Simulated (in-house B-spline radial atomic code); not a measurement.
Results of a calculation; reference values are marked as such.
Making a Troullier-Martins s channel for Mg, r_c = 1.88 bohr

Mg, [Ne] 3s2, non-relativistic LDA (VWN5), spherical and spin-unpolarised, from an all-electron radial atomic-structure program (B-spline basis) (atomic units). The all-electron 3s level is ε = -0.175427 hartree, its outermost node lies just inside 0.91 bohr and its outer maximum at 2.50 bohr.

Inside r_c the pseudo-orbital is u(r) = r^1 exp(p(r)), with p = c0 + c2 r² + c4 r⁴ + … + c12 r¹². The seven coefficients follow from p and its first four derivatives at r_c, from zero curvature of the screened potential at the origin, c4 = −c2²/(2l + 5), and from the norm inside r_c. At r_c the all-electron orbital has P = 0.5268284, P' = 0.2479303, the screened potential V = -0.6675175, V' = 0.6406311, V'' = -1.10038, and the norm inside is Q = 0.1414765.

(1) What are p, p' and p'' at r_c?

For a trial c2 the five matching conditions are linear in c0, c6, c8, c10 and c12, and c2 is varied until the norm inside r_c equals Q. The root nearest zero gives:

| n | c_n |
| --- | --- |
| 0 | -1.824426 |
| 2 | 0.2624317 |
| 4 | -0.01377408 |
| 6 | 0.02201969 |
| 8 | -0.01910045 |
| 10 | 0.004471933 |
| 12 | -0.0003392096 |

(2) Check c4 and p(r_c), and find the screened pseudopotential at the origin.

Orbitals and screened potentials:

```tsv
r (bohr)	P	u	V all-electron	V pseudo
0.188	-0.01709	0.03061	-40.64	0.6124
0.47	-0.2485	0.0803	-9.614	0.6268
0.752	-0.1193	0.1404	-3.971	0.6554
1.034	0.09893	0.219	-2.138	0.5619
1.316	0.2926	0.3219	-1.327	0.108
1.598	0.4347	0.4363	-0.9047	-0.5559
1.88	0.5268	0.5268	-0.6675	-0.6675
```

Logarithmic derivatives P'/P at R = 2.18 bohr, for energies E around ε:

| E − ε (hartree) | all-electron | pseudo |
| --- | --- | --- |
| -0.5 | 0.772717 | 0.765047 |
| -0.25 | 0.508068 | 0.505535 |
| -0.1 | 0.326041 | 0.32555 |
| 0 | 0.192219 | 0.19222 |
| 0.1 | 0.0462679 | 0.0456088 |
| 0.25 | -0.200845 | -0.206147 |
| 0.5 | -0.719244 | -0.754095 |

(3) With P(R) = 0.5797933 and a norm of 0.2345285 inside R, what slope in energy does norm conservation fix?

Answers

(1) p = ln(P/r_c^1) = ln(0.5268284/1.88) = -1.27215. p' = P'/P − 1/r_c = 0.47061 − 0.53191 = -0.06131. The radial equation gives p'' = 2(V − ε) − 2(1) p'/r_c − p'² = -0.98418 − (-0.06522) − 0.00376 = -0.92272. Differentiating, p''' = 2V' + 2(1)p'/r_c² − 2(1)p''/r_c − 2p'p'' = 2.1151, and p'''' = 2V'' − 4(1)p'/r_c³ + 4(1)p''/r_c² − 2(1)p'''/r_c − 2p''² − 2p'p''' = -6.9017.

(2) −c2²/5 = -0.0137741, as listed. The terms c_n r_c^n are -1.82443, 0.92754, -0.17207, 0.97221, -2.98062, 2.46646, -0.66124, which sum to -1.27215. Inverting the radial equation, V_l(r) = ε + 1 p'/r + (p'' + p'²)/2, so V_l(0) = ε + (2l + 3) c2 = -0.175427 + 3 × (0.262432) = 0.6119 hartree, finite where the all-electron potential diverges.

(3) d(P'/P)/dE = −2 × (norm inside R)/P(R)² = -1.3953 per hartree·bohr at E = ε, for both atoms, since orbital and norm agree at R. Differences over ±0.1 hartree give -1.3989 (all-electron) and -1.3997 (pseudo), which also hold third-order terms. Half a hartree below ε the two curves differ by -0.0077.
